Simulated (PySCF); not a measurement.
HoO(OH) at several levels of theory

Computed with PySCF 2.14.0 (density fitting, no spin-orbit coupling) at the geometry relaxed with PBE0:

```xyz
4
HoO(OH) (singlet in the valence; each metal's 4f electrons, 10 of them, lie in its core potential, out of spins and levels)
Ho   -0.0159   -0.0425   -0.4135
O     1.2392    0.0303    0.9113
O    -1.9199    0.0233    0.3312
H    -2.3702    0.0776    1.1770
```

```tsv
level	basis	state	HOMO (eV)	gap (eV)	charge on Ho1 (e)	population of f-type functions on Ho1 (polarisation alone where 4f lies in the core)	dipole about the centre of mass (D)	largest force component (eV/Å)
PBE0	Ho lcecp-1-SVP with ECP56, O def2-SVP, H def2-SVP	singlet	-6.28	4.15	0.79	0.08	6.17	0.01
CAM-B3LYP	the same	singlet	-7.61	6.06	0.77	0.08	6.40	0.08
wB97X	the same	singlet	-8.55	8.17	0.80	0.08	6.58	0.25
```

In the lcecp rows the 4f levels are missing from HOMO and gap, and the state counts the valence alone.

Charges are Mulliken's, which hang on the basis. The relaxation used the grid (50, 194), these runs (75, 302) or, all-electron (x2c bases, spin-free X2C Hamiltonian), (99, 590).

**Question.** What does PBE0 with Ho lcecp-1-TZVP with ECP56, O def2-TZVP, H def2-TZVP give here?

**Answer.** state singlet, HOMO (eV) -6.29, gap (eV) 4.14, charge on Ho1 (e) 1.24, population of f-type functions on Ho1 (polarisation alone where 4f lies in the core) 0.07, dipole about the centre of mass (D) 6.45, largest force component (eV/Å) 0.28. Time: 6.6 s on 2 threads of AMD EPYC 7B13 (Zen 3), with other jobs on the host, from free ions and atoms.

In the first row's basis the gap widens with exact exchange: 4.1 eV for PBE0 (a fixed share); 6.1 to 8.2 eV for CAM-B3LYP, wB97X (rising or full at long range).

An lcecp potential fixes the number of 4f electrons, so in runs with it no electron can move into or out of that shell.
